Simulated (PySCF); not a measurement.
B(H) cation (BH), SMILES [BH] (connectivity only; charge and spin as stated), charge +1, multiplicity 2.

Geometry optimised at B3LYP-D3(BJ)/def2-TZVPD. The multiplicity is an assumed one; other spin states were not compared.

Calculation: PBE/def2-TZVPD (PySCF).

Gas-phase values at a fixed geometry.

### Question
Estimate the frontier levels, dipole moment and polarisability. (The exact figures need the calculation; the answer reports its results.)

### Answer

```json
{
  "α spin, highest occupied and lowest empty level": "-16.59 and -13.01 eV",
  "β spin, highest occupied and lowest empty level": "-20.97 and -13.31 eV",
  "dipole_moment_about_the_centre_of_nuclear_charge": "0.09 D",
  "mean_static_polarisability": "10.4 bohr³ (1.55 Å³)",
  "polarisability_principal_values": "10.2, 10.6, 10.6 bohr³",
  "⟨S²⟩": "0.751 (pure state 0.75)"
}
```
